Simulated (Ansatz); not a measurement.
Two isomers of C3H7NSi: A = `C=C[SiH2]C=N`, B = `C[SiH2]C1C=N1`.

Isolated molecules relaxed with PBE0-D4/def2-TZVP in Ansatz; ΔE leaves out vibrations. CCSD(T)/CBS is the MP2 limit (def2-TZVPP, def2-QZVPP) plus CCSD(T) − MP2 in def2-TZVPP, frozen cores. Functionals use def2-TZVPP. B3LYP here is the variant with VWN-RPA as its local correlation; programs differ in this. One conformer a species, not always the lowest.

(1) Which isomer does CCSD(T)/CBS put lower? Give the gap. (An estimate is asked.)

(2) Give E(B) − E(A) in kJ/mol with CCSD(T)/def2-TZVPP, B3LYP-D4, r2SCAN-D4, MP2/def2-TZVPP, CCSD/def2-TZVPP, ωB97M-V, PBE-D4. (An estimate is asked.)

Largest T1 diagnostic: 0.012.

## Answers

(1) The calculation gave: A, by 63.1 kJ/mol.

(2) The calculation gave: CCSD(T)/def2-TZVPP 62.2, B3LYP-D4 71.6, r2SCAN-D4 52.0, MP2/def2-TZVPP 45.7, CCSD/def2-TZVPP 65.0, ωB97M-V 57.9, PBE-D4 50.6. None reverses the order clearly.

In def2-TZVPP, CCSD(T) changes the Hartree–Fock value by −25.7 kJ/mol (the triples alone add −2.8 kJ/mol) and MP2 by −42.3 kJ/mol.
